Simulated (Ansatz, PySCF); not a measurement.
Molecule: C₂HClF₂, net charge 0, singlet state. SMILES: FC(F)=CCl
Structure (B3LYP-D3(BJ)/def2-TZVP (Ansatz, an electronic-structure program) minimum search):
```xyz
6

C      0.4934    -0.5969     0.0116
C     -0.7993    -0.3316     0.0744
F     -1.7238    -1.2674     0.2000
F     -1.3440     0.8633     0.0232
Cl     1.6824     0.6366    -0.1521
H      0.8441    -1.6141     0.0623
```

Harmonic wavenumbers (cm⁻¹) at HF/6-31G* (Ansatz, at its own minimum) and at B3LYP-D3(BJ)/def2-TZVP (PySCF, at the structure above). 6-31G* holds six Cartesian d functions. Modes are numbered in rising order, 12 in all, and paired by that order; shown are modes over 250 cm⁻¹ that lie over 6 % from every other mode at both levels, one of each degenerate set, at most eight drawn at random. The second level is harmonic too, so this factor is not the one that brings values to measured fundamentals.

```json
[
 {"mode": "3", "HF/6-31G* (x)": "469", "B3LYP-D3(BJ)/def2-TZVP (y)": "432"},
 {"mode": "8", "HF/6-31G* (x)": "1081", "B3LYP-D3(BJ)/def2-TZVP (y)": "982"},
 {"mode": "9", "HF/6-31G* (x)": "1352", "B3LYP-D3(BJ)/def2-TZVP (y)": "1209"},
 {"mode": "10", "HF/6-31G* (x)": "1525", "B3LYP-D3(BJ)/def2-TZVP (y)": "1340"},
 {"mode": "11", "HF/6-31G* (x)": "1979", "B3LYP-D3(BJ)/def2-TZVP (y)": "1778"}
]
```

### Question
Fit one scale factor, y = λ·x, by least squares, and use it for mode 12, which lies at 3464 cm⁻¹ at HF/6-31G*.

### Answer
λ = Σxy/Σx² = 8460880/9458492 = 0.8945; the rows scatter about it by 14 cm⁻¹ (root mean square). Prediction for mode 12: 3099 cm⁻¹. It lies outside the range of the table, so the fit extrapolates. The wavenumber at B3LYP-D3(BJ)/def2-TZVP is 3246 cm⁻¹, so the fit misses by -147 cm⁻¹, against +218 cm⁻¹ without it. The fit is meant for this molecule alone.
